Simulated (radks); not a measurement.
Species: V XXIII. Configuration: 1s1. Calculated with a radial shooting solver on a logarithmic mesh with Libxc functionals: Dirac Kohn-Sham, PBE, spin-unpolarised, spherical densities, point nucleus.

Normalised radial functions P(r) = r R(r) (large component), r in bohr:

```
   r/bohr * 1s1/2 (the largest magnitude, 3.52, reaches the edge; | marks zero)
 0.002541 |        *
 0.002958 |         *
 0.003444 |          *
 0.004009 |            *
  0.00463 |              *
  0.00539 |                *
 0.006275 |                  *
 0.007306 |                     *
 0.008505 |                        *
 0.009901 |                           *
  0.01153 |                              *
  0.01342 |                                 *
  0.01562 |                                     *
  0.01804 |                                         *
    0.021 |                                            *
  0.02445 |                                               *
  0.02846 |                                                  *
  0.03314 |                                                    *
  0.03858 |                                                      *
  0.04491 |                                                      *
  0.05228 |                                                     *
  0.06086 |                                                  *
  0.07029 |                                               *
  0.08183 |                                          *
  0.09526 |                                   *
   0.1109 |                             *
   0.1291 |                      *
   0.1503 |               *
    0.175 |          *
   0.2037 |     *
   0.2371 |   *
```

1s1/2: eigenvalue -7057.9 eV, 0 radial nodes, <r> = 0.0649 bohr, 90 % of the charge inside 0.115 bohr.
